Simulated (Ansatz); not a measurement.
A run on C3H11AlOSi, SMILES `C[Si](C)(C)[O][AlH2]` with other settings.

```yaml
crystal:
  periodic: [false, false, false]
  atoms:
    - {symbol: C, position_ang: [-0.013226, -1.664237, 1.057664]}
    - {symbol: Si, position_ang: [0.116964, -0.219477, -0.119628]}
    - {symbol: C, position_ang: [1.911409, 0.177910, -0.455450]}
    - {symbol: C, position_ang: [-0.765704, -0.614105, -1.718073]}
    - {symbol: O, position_ang: [-0.585603, 1.090701, 0.565039]}
    - {symbol: Al, position_ang: [-1.306895, 2.415328, 1.293171]}
    - {symbol: H, position_ang: [0.452464, -2.559879, 0.636863]}
    - {symbol: H, position_ang: [-1.058349, -1.902114, 1.273535]}
    - {symbol: H, position_ang: [0.482820, -1.442436, 2.006279]}
    - {symbol: H, position_ang: [2.003847, 1.031093, -1.132831]}
    - {symbol: H, position_ang: [2.423692, -0.671338, -0.916224]}
    - {symbol: H, position_ang: [2.438667, 0.423305, 0.470365]}
    - {symbol: H, position_ang: [-0.714567, 0.229072, -2.411993]}
    - {symbol: H, position_ang: [-0.319999, -1.482442, -2.211469]}
    - {symbol: H, position_ang: [-1.820938, -0.837577, -1.539201]}
    - {symbol: H, position_ang: [-1.954855, 3.523908, 0.369573]}
    - {symbol: H, position_ang: [-1.308824, 2.501791, 2.872678]}
basis:
  gaussian: {orbitals: cc-pVTZ-DK}
magnetization: {spin_polarized: true, initial_magnetization: 0}
hamiltonian: {xc: {name: wPBEh}}
scf: {lower_state_search: off}
output: {forces: true}
```

```sh
$ ansatz run in.yaml --threads 4 --pin off --events-out ev --progress --plain --max-ram 11315MiB
```

It prints (some lines left out):

```
Functional definition: wPBEh
1921 factors; their error is unknown
157 factors; integrals over basis functions are off by at most 8.2e-7 eV
mean field evaluation 1: about -19819.2463 eV, gradient 6.8e1 eV
mean field evaluation 2: about -19789.3243 eV, gradient 1.0e2 eV
mean field evaluation 4: about -19837.6540 eV, gradient 5.1e0 eV
mean field evaluation 8: about -19837.8512 eV, gradient 2.6e-1 eV
mean field evaluation 16: about -19837.8513 eV, gradient 1.3e-4 eV
mean field -19837.85133040 eV, -729.0275898138 hartree, gradient 5.2e-6 eV, S^2 0.000000; 0 other end points of the search recorded, 0 dependent functions left out
reference -19837.85139051 eV, -729.0275920226 hartree; 32, 32 occupied and 310, 310 virtual orbitals, 1921 factors
Total energy: -19837.85139051 eV, -729.0275920226 hartree
Relativity: scalar
Atom 0 at    -0.013226    -1.664237     1.057664 Å, force    -0.010411    -0.117932     0.095866 eV/Å
Atom 1 at     0.116964    -0.219477    -0.119628 Å, force     0.079502    -0.149864    -0.078073 eV/Å
Atom 2 at     1.911409     0.177910    -0.455450 Å, force     0.145770     0.032238    -0.027437 eV/Å
Atom 3 at    -0.765704    -0.614105    -1.718073 Å, force    -0.071783    -0.031982    -0.130308 eV/Å
Atom 4 at    -0.585603     1.090701     0.565039 Å, force    -0.009673     0.023060     0.005831 eV/Å
Atom 5 at    -1.306895     2.415328     1.293171 Å, force    -0.118778     0.217474     0.119288 eV/Å
Atom 6 at     0.452464    -2.559879     0.636863 Å, force    -0.017800     0.025723     0.021246 eV/Å
Atom 7 at    -1.058349    -1.902114     1.273535 Å, force     0.038285     0.002021    -0.002679 eV/Å
Atom 8 at     0.482820    -1.442436     2.006279 Å, force    -0.018845    -0.015299    -0.030092 eV/Å
Atom 9 at     2.003847     1.031093    -1.132831 Å, force     0.005068    -0.029785     0.023845 eV/Å
Atom 10 at     2.423692    -0.671338    -0.916224 Å, force    -0.010279     0.032905     0.015292 eV/Å
Atom 11 at     2.438667     0.423305     0.470365 Å, force    -0.011183    -0.007062    -0.036113 eV/Å
Atom 12 at    -0.714567     0.229072    -2.411993 Å, force    -0.005840    -0.033595     0.018343 eV/Å
Atom 13 at    -0.319999    -1.482442    -2.211469 Å, force    -0.020774     0.029898     0.010348 eV/Å
Atom 14 at    -1.820938    -0.837577    -1.539201 Å, force     0.035182     0.006343    -0.014082 eV/Å
Atom 15 at    -1.954855     3.523908     0.369573 Å, force    -0.007471     0.013161    -0.008639 eV/Å
Atom 16 at    -1.308824     2.501791     2.872678 Å, force    -0.000971     0.002698     0.017365 eV/Å
Dipole moment:     0.047563    -0.086349    -0.043863 e Å
Checks for a lower state left out: stability, starts, cluster_reference, orbital_swaps, neighbouring_geometries, increment
```

Run time 15 s (4 threads of an Arm Neoverse V2 on a shared host); peak host memory 1.6 GiB.
